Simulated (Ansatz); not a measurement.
**Reading a saddle point**

A first-order saddle point of InH4O2F, closed shell, PBE0-D4/def2-TZVP, with one imaginary mode of 1018i cm⁻¹:

| atom | x (Å) | y (Å) | z (Å) |
| --- | --- | --- | --- |
| In1 | -0.3246 | -0.1124 | -0.2342 |
| H2 | 1.4691 | -0.6949 | 0.3878 |
| O3 | -0.3428 | 0.5315 | -2.0834 |
| O4 | -1.8057 | -1.0048 | 0.6847 |
| H5 | 1.3808 | 0.1893 | 0.8354 |
| F6 | 0.7839 | 1.2116 | 1.0915 |
| H7 | 0.4559 | 1.0200 | -2.2987 |
| H8 | -1.6166 | -1.1403 | 1.6168 |

Ansatz 0.2.0; basis: def2-TZVPP and def2-QZVPP; cores frozen in the correlated methods. Filled d shells of the heavier atoms are correlated. Core potentials replace the inner electrons of the atoms past krypton. The def2 sets are not built for correlating such inner shells, so the correlated values are less sure here. Extrapolation: Hartree–Fock as exp(−7.88 √X), correlation as X^−2.97.

(1) Which contacts change along the imaginary mode, and what lies on either side? (A judgement: the text doesn't fix the answer.)

(2) Which side is lower, and how far does the saddle lie above each? (To be estimated.)

No T1 diagnostic of these runs exceeds 0.017.

## Answers

(1) By the calculation: The step is InH₃O₂ ([OH][InH][OH]) + HF → InH₂O₂F ([OH][In]([OH])[F]) + H₂, with the molecules in contact on both sides. Shortening one way: In1–F6, H2–H5; lengthening the same way: In1–H2, H5–F6.
```csv
pair,one side (Å),saddle (Å),other side (Å)
In1–F6,2.61,2.18,1.96
H2–H5,3.02,0.99,0.75
In1–H2,1.71,1.99,2.73
H5–F6,0.92,1.21,2.67
```

(2) By the calculation: The side with In1–F6, H2–H5 short is lower by 20.5 kJ/mol; the saddle lies 95.4 kJ/mol above it and 75.0 kJ/mol above the other (CCSD(T) at an estimated basis limit (MP2 extrapolated from triple and quadruple zeta, plus CCSD(T) − MP2 in triple zeta); electronic energies).

Labels in which every atom is bracketed show which atoms are joined, not bond orders.

For scale, one of the runs: CCSD(T)/def2-TZVPP, 199 basis functions, launched by `ansatz run in.yaml --threads 4 --pin off --events-out ev --progress --plain --max-ram 9574MiB`. Time: 86 s of wall clock on 4 CPU threads of an Arm Neoverse V1; the host was shared. Peak host memory: 2.9 GiB.
